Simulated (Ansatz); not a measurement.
Born–Oppenheimer molecular dynamics of AlClF₂H₄O₂Zr (11 atoms, charge 0, multiplicity 1). It starts at the highest image of a converged band, a first-order saddle point between two minima.

The calculation used RHF/def2-SVP (Ansatz).

```
ensemble                      : NVE (velocity Verlet)
time step                     : 0.5 fs
steps asked                   : 200
starting velocities drawn for : 300 K
seed                          : 3061
```

First frame:

```xyz
11
Properties=species:S:1:pos:R:3
Zr 0.171 -0.266 -0.355
Cl 0.927 0.274 2.391
F 1.710 0.718 -0.920
O -1.421 0.754 -0.125
H -2.158 1.315 0.040
F -0.207 -1.315 -1.909
O 0.423 -1.902 0.871
Al 0.442 -3.626 1.012
H 0.981 -4.463 -0.197
H -0.062 -4.222 2.374
H 0.694 -1.054 1.877
```

(1) How far do the bonds stretch over the last three quarters of this one trajectory? (Pairs bonded in most of those frames.)

Results:

(1) 
| bond | mean (Å) | spread (Å) | shortest | longest |
| --- | --- | --- | --- | --- |
| Zr1–Cl2 | 2.584 | 0.228 | 2.28 | 2.91 |
| Zr1–F3 | 1.911 | 0.014 | 1.89 | 1.94 |
| Zr1–O4 | 1.906 | 0.016 | 1.88 | 1.93 |
| Zr1–F6 | 1.933 | 0.022 | 1.90 | 1.96 |
| Zr1–O7 | 2.354 | 0.131 | 2.14 | 2.59 |
| O4–H5 | 0.942 | 0.013 | 0.92 | 0.96 |
| O7–Al8 | 1.768 | 0.020 | 1.72 | 1.79 |
| O7–H11 | 0.988 | 0.077 | 0.86 | 1.13 |
| Al8–H9 | 1.560 | 0.005 | 1.55 | 1.57 |
| Al8–H10 | 1.567 | 0.006 | 1.56 | 1.58 |

Pairs bonded in part of these frames only: Zr1–H11 40 %.

Mean temperature of the second half: 743 K. The conserved energy stayed within 0.67 meV per atom of its start (net change 0.029 meV per atom), so the integration is sound. The kinetic energy rose, since the run started high on the potential surface and went downhill. A run of 0.1 ps of so small a system gives no equilibrium averages. The orbitals stay closed-shell, which can raise the energy where a bond breaks towards radicals; this wasn't checked here.

Time of the run: 4.9 min on 4 threads of Arm Neoverse V2 (shared host), peak memory 0.42 GiB.
